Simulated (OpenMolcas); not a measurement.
Tb3+ among 3 point charges of -2 e arranged as a planar triangle (D3h), 2.25 Å from the ion.

```yaml
Program: OpenMolcas 26.06
Method: CASSCF
Basis: ANO-RCC-VDZP [7s6p4d2f1g]
Scalar_Hamiltonian: DKH2, point nucleus
Active_space: 8 electrons in 7 orbitals (4f)
State_averaging: 2S+1 = 7 even, 7 roots; 2S+1 = 5 even, 62 roots kept (CI in the orbitals of an earlier block); 2S+1 = 3 even, 1 root kept (CI in the orbitals of an earlier block, 0 in the spin-orbit step)
Spin-orbit_coupling: RASSI with atomic mean-field integrals over the reference wave functions
```

**Question.** What is the spin-free ground state (labels of D3, the rotations of D3h)?

**Answer.** 7A2, 1-fold in its orbital part, 100 % from free-ion F terms; it has the highest spin that f8 allows.

**Question.** Where is the first state of the same spin?

**Answer.** 7E at 287 cm-1 above the ground state.

**Question.** What are the lowest two levels with spin-orbit coupling?

**Answer.** A 1-fold level A1, then a 2-fold level E 44.4 cm-1 above it. Their leading multiplicities are 7 (97 %) and 7 (97 %).

**Question.** What is χT at 300 K, and how does it compare with the textbook value?

**Answer.** Hund's rules give f8 the level 7F6 with g = 1.500, so an isolated free-ion multiplet has χT = g² J(J+1) / 8 = 11.812 cm3 K/mol. The computed 11.411 at 300 K differs by -3 %, through the field's splitting, the mixing of terms and any other multiplet in reach.

High states are left out of the spin-orbit mixing, which shifts the levels that they would mix with. This is an electrostatic model: the charges have no orbitals. The first state left out of the spin-orbit step lies near 47000 cm-1 above the lowest spin-free state of the reference (among the parities and spins computed), and the lists stop at four fifths of that energy or lower. No measured value stands beside these numbers.
